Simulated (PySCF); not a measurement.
C9H16FN2 (charge +1).
Atom-mapped SMILES: `[CH3:1][N:2]([CH3:3])/[CH:4]=[CH:5]/[C:6]([F:7])=[CH:8]/[CH:9]=[N+:10]([CH3:11])[CH3:12]` (hydrogens: H13, H14, H15 on C1; H16, H17, H18 on C3; H19 on C4; H20 on C5; H21 on C8; H22 on C9; H23, H24, H25 on C11; H26, H27, H28 on C12)

Method: PBE0-D3(BJ)/def2-SVP geometry optimisation, gas phase in PySCF.

**Question.** List the bond lengths, angles and torsions at this level.

**Answer.** 
| bond | length (bohr) | order |
| --- | --- | --- |
| C1–N2 and 3 like bonds | 2.742 | single |
| N2–C4, C9=N10 | 2.495 | single/double |
| C4=C5, C8–C9 | 2.628 | double/single |
| C5–C6, C6=C8 | 2.637 | single/double |
| C6–F7 | 2.510 | single |
| C1–H13 and 11 like bonds | 2.078 | single |
| C4–H19, C9–H22 | 2.067 | single |
| C5–H20, C8–H21 | 2.059 | single |

Bonds in one row agree within 0.02 bohr and their mean is given. Orders are formal, as drawn. A selection of angles:
| angle | degrees |
| --- | --- |
| N2–C1–H13 | 109.3 |
| N2–C1–H14 | 110.7 |
| H13–C1–H14 | 108.5 |
| C1–N2–C3 | 117.6 |
| C1–N2–C4 | 121.0 |
| N2–C4–C5 | 126.2 |
| N2–C4–H19 | 115.5 |
| C5–C4–H19 | 118.3 |
| C4–C5–C6 | 120.9 |
| C4–C5–H20 | 122.0 |
| C6–C5–H20 | 117.2 |
| C5–C6–F7 | 116.7 |
| C5–C6–C8 | 126.6 |

Torsions: C1–N2–C4–C5 0° (synperiplanar); N2–C4–C5–C6 180° (antiperiplanar); C4–C5–C6–F7 0° (synperiplanar); C5–C6–C8–C9 180° (antiperiplanar); C6–C8–C9–N10 180° (antiperiplanar); C8–C9–N10–C11 0° (synperiplanar).

C4 (carbon bonded to C, N and H) is planar (angles 126.2°, 118.3° and 115.5°, sum 360.0°, 0.00 Å off the plane of its three neighbours). C6 (vinylic C–F carbon) is planar (angles 126.6°, 116.7° and 116.7°, sum 360.0°, 0.00 Å off the plane of its three neighbours). C5 (alkene CH carbon) is planar (angles 122.0°, 120.9° and 117.2°, sum 360.0°, 0.00 Å off the plane of its three neighbours). Of the pairs four or more bonds apart, F7···H22 is among the closest relative to their van der Waals radii: 2.34 Å, 88 % of the sum of Bondi's values. N2 (nitrogen bonded to 3 C) is planar (angles 121.4°, 121.0° and 117.6°, sum 360.0°, 0.00 Å off the plane of its three neighbours). The 12 heavy atoms lie in one plane (0.002 Å rms). The 6 C–N bonds span 1.320 Å (N2–C4, drawn single) to 1.451 Å (N10–C11, drawn single), a spread of 0.131 Å.

Point group: C2v (every atom within 0.08 Å of its image). No PBE0-D3(BJ)/def2-SVP frequencies stand behind this structure, so it isn't proved a minimum.

One conformer stands for the species.
